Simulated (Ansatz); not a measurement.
Molecule: GaH3, charge 0, multiplicity 1. SMILES: [GaH3]
Coordinates optimised at B3LYP-D3(BJ)/def2-TZVP (Ansatz, a first-principles code):
```xyz
4

Ga     0.0000     0.0000     0.0000
H      0.6658    -0.4314     1.3546
H     -0.3043     1.5149    -0.2776
H     -0.3615    -1.0834    -1.0770
```
Charge 0, spin multiplicity 1.

Property: atomisation energy (electronic, to ground-state atoms), in kcal/mol. Cores are frozen in the correlated levels unless marked. UHF or UKS for open shells. No spin-orbit coupling. The frozen core is the preceding noble-gas configuration, with the filled d and f shells of earlier blocks. No relativistic terms. The coupled-cluster limit lacks core correlation, which all-electron functionals hold. CBS marks a two-point X^-3 extrapolation of the correlation energy; Hartree-Fock from the larger set (for Q and 5 zeta extrapolated as (X+1)exp(-9√X)).

```csv
level,program,atomisation energy (kcal/mol)
PBE-D3(BJ)/def2-TZVPD,Ansatz + dftd3,190.3
revPBE-D3(BJ)/def2-TZVPD,Ansatz + dftd3,188.0
revPBE/def2-TZVPD,Ansatz,186.3
B3LYP-D4/def2-TZVPD,Ansatz + dftd4,196.0
```

### Question
Estimate the value at CCSD(T)/CBS(cc-pVQZ,cc-pV5Z) as computed with Ansatz.

### Answer
197.1 kcal/mol
